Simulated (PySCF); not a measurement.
CH₃S (SMILES [CH2]S), doublet, at a GFN2-xTB geometry; MP2/aug-cc-pVDZ (PySCF).

Input for PySCF:
```python
from pyscf import gto, scf, mp

mol = gto.Mole()
mol.atom = '''
    C     0.08133729    1.12203680   -0.12550724
    S    -0.07291609   -0.56203814    0.13309778
    H     0.80181200   -0.95782336   -0.79481219
    H    -0.53276719    1.73924269    0.49787221
    H     0.40958879    1.47897019   -1.07958105
'''
mol.basis = 'aug-cc-pvdz'
mol.spin = 1
mol.verbose = 4
mol.build()

mf = scf.UHF(mol)
mf.kernel()

pt = mp.MP2(mf, frozen=6)
pt.kernel()
print('E(MP2) = %.10f' % pt.e_tot)
```

Task: Predict the main parts of the log of this PySCF run.

Result: 
```
PySCF version 2.14.0

[INPUT] verbose = 4
[INPUT] num. atoms = 5
[INPUT] num. electrons = 25
[INPUT] charge = 0
[INPUT] spin (= nelec alpha-beta = 2S) = 1
[INPUT] symmetry False subgroup None
[INPUT] Mole.unit = angstrom
[INPUT] Symbol           X                Y                Z      unit          X                Y                Z       unit  Magmom
[INPUT]  1 C      0.081337290000   1.122036800000  -0.125507240000 AA    0.153705201814   2.120342253683  -0.237174310250 Bohr   0.0
[INPUT]  2 S     -0.072916090000  -0.562038140000   0.133097780000 AA   -0.137791440174  -1.062098156160   0.251518351988 Bohr   0.0
[INPUT]  3 H      0.801812000000  -0.957823360000  -0.794812190000 AA    1.515205083390  -1.810023826111  -1.501977359566 Bohr   0.0
[INPUT]  4 H     -0.532767190000   1.739242690000   0.497872210000 AA   -1.006784077254   3.286692348252   0.940842121932 Bohr   0.0
[INPUT]  5 H      0.409588790000   1.478970190000  -1.079581050000 AA    0.774010636792   2.794848605496  -2.040112513770 Bohr   0.0

nuclear repulsion = 51.0672423908339
number of shells = 31
number of NR pGTOs = 118
number of NR cGTOs = 77
basis = aug-cc-pvdz
ecp = {}

******** <class 'pyscf.scf.uhf.UHF'> ********
method = UHF
initial guess = minao
damping factor = 0
level_shift factor = 0
DIIS = <class 'pyscf.scf.diis.CDIIS'>
diis_start_cycle = 1
diis_space = 8
diis_damp = 0
SCF conv_tol = 1e-09
SCF conv_tol_grad = None
SCF max_cycles = 50
direct_scf = True
direct_scf_tol = 1e-13
number electrons alpha = 13  beta = 12
Set gradient conv threshold to 3.16228e-05
init E= -437.181782414762

cycle= 1 E= -437.065075176521  delta_E= 0.117  |g|= 0.186  |ddm|= 1.75
cycle= 2 E= -437.095476033935  delta_E= -0.0304  |g|= 0.0754  |ddm|= 0.28
cycle= 3 E= -437.100490498651  delta_E= -0.00501  |g|= 0.0338  |ddm|= 0.102
cycle= 4 E= -437.102206693584  delta_E= -0.00172  |g|= 0.0137  |ddm|= 0.0713
cycle= 5 E= -437.10266472972  delta_E= -0.000458  |g|= 0.00741  |ddm|= 0.0374
cycle= 6 E= -437.102827099651  delta_E= -0.000162  |g|= 0.00282  |ddm|= 0.0284
cycle= 7 E= -437.102851740947  delta_E= -2.46e-05  |g|= 0.000878  |ddm|= 0.0129
cycle= 8 E= -437.102853679271  delta_E= -1.94e-06  |g|= 0.000276  |ddm|= 0.00354
cycle= 9 E= -437.102853860483  delta_E= -1.81e-07  |g|= 0.000121  |ddm|= 0.000853
cycle= 10 E= -437.102853896601  delta_E= -3.61e-08  |g|= 5.42e-05  |ddm|= 0.000365
cycle= 11 E= -437.102853905425  delta_E= -8.82e-09  |g|= 2.08e-05  |ddm|= 0.000211
cycle= 12 E= -437.102853906813  delta_E= -1.39e-09  |g|= 7.31e-06  |ddm|= 9.2e-05
cycle= 13 E= -437.102853906957  delta_E= -1.43e-10  |g|= 3.48e-06  |ddm|= 2.48e-05
Extra cycle  E= -437.102853906975  delta_E= -1.82e-11  |g|= 2.35e-06  |ddm|= 5.4e-06
converged SCF energy = -437.102853906975  <S^2> = 0.76821366  2S+1 = 2.0181315

******** <class 'pyscf.mp.ump2.UMP2'> ********
nocc = (np.int64(7), np.int64(6)), nmo = (71, 71)
frozen orbitals 6
E(UMP2) = -437.373121385619  E_corr = -0.270267478643987
E(SCS-UMP2) = -437.371970253125  E_corr = -0.269116346150352
E_corr(same-spin) = -0.0636976479489604
E_corr(oppo-spin) = -0.206569830695027
E(MP2) = -437.3731213856
```
